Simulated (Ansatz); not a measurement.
Ideal-gas functions of CH₂BFO (`FB1CO1`) at 600 K and 1 bar, from an Ansatz frequency run at PBE0-D4/def2-TZVP.

Molar mass 59.84 g/mol, point group Cs (symmetry number 1), electronic degeneracy 1, moments of inertia 19.537, 77.45, 93.628 u Å². Harmonic wavenumbers (cm⁻¹, unscaled): 405, 417, 669, 889, 900, 1077, 1077, 1267, 1468, 1731, 3125, 3208.

Use S(trans) = R[1.5 ln M + 2.5 ln T − 1.1517]; rotational temperatures θ = 24.2544 K / I; S(rot) = R[ln(√π/σ · √(T³/θAθBθC)) + 1.5]; for each mode x = 1.438777 ν̃/T, S = R[x/(eˣ − 1) − ln(1 − e⁻ˣ)] and H = RT x/(eˣ − 1); 1 cm⁻¹ = 0.0119627 kJ/mol; R = 8.31446 J/(mol·K).

Q: By hand: the entropy, in J/(mol·K).

A: Translation 174.4. Rotation: θ = 1.2415, 0.3132, 0.2591 K, giving 106.6. Vibration, mode by mode: 8.88, 8.65, 5.22, 3.44, 3.36, 2.41, 2.41, 1.68, 1.14, 0.68, 0.04, 0.03, in all 37.9. Electronic 0.0. Sum 318.9 J/(mol·K).

Q: By hand: H − E and G − E in kJ/mol, counted from the electronic energy.

A: Zero-point energy ½ × 16233 × 0.0119627 = 97.1; thermal vibration 14.5; translation, rotation and pV give 4 RT = 20.0. H − E = 131.6 kJ/mol, and G − E = 131.6 − 600 × 318.9/1000 = -59.7 kJ/mol.

Vibration gives 12 % of the entropy.
